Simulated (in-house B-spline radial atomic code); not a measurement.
**Ionising the copper ion Cu⁷⁺ with different functionals**

Computed with a radial B-spline atomic code at the basis-set limit: four-component Dirac-Coulomb Hamiltonian, Fermi nucleus of rms radius 3.8823 fm, spin-restricted, spherical fractional occupations for the functionals. The ionisation energy is the difference of two self-consistent energies, [Ar] 3d4 → [Ar] 3d3, without Breit or QED terms; ε is the level of the shell that loses the electron (mean over j). The electron is taken from both j subshells in proportion to 2j + 1, so the result is a j average, not the step between ground levels.

Hybrids are left out here: with spherical fractional occupations of an open shell their exact exchange keeps a self-interaction that integer-occupation calculations don't have.

```csv
method,rung,ΔSCF (eV),-ε(3d) (eV)
LDA VWN5,LDA,165.87,150.79
relativistic LDA,LDA,165.90,150.82
LDA PW92,LDA,165.86,150.78
LDA exchange-only,LDA,163.71,148.66
PBE,GGA,?,?
PBEsol,GGA,165.51,150.44
BLYP,GGA,165.48,150.41
RPBE,GGA,165.48,150.41
PW91,GGA,165.74,150.65
BP86,GGA,165.63,150.55
AM05,GGA,165.56,150.48
OLYP,GGA,?,?
```

(1) What does PBE give?

(2) What does OLYP give?

(3) How do they compare with the NIST value?

## Answers

(1) ΔSCF 165.56 eV, and -ε(3d) = 150.48 eV.

(2) ΔSCF 166.21 eV, and -ε(3d) = 151.10 eV.

(3) NIST lists 166 eV ± 2.1 (tabulated theory, ground level to ground level). Errors run from -2.29 to +0.21 eV; all lie within about twice that uncertainty, so the table can't rank the methods.
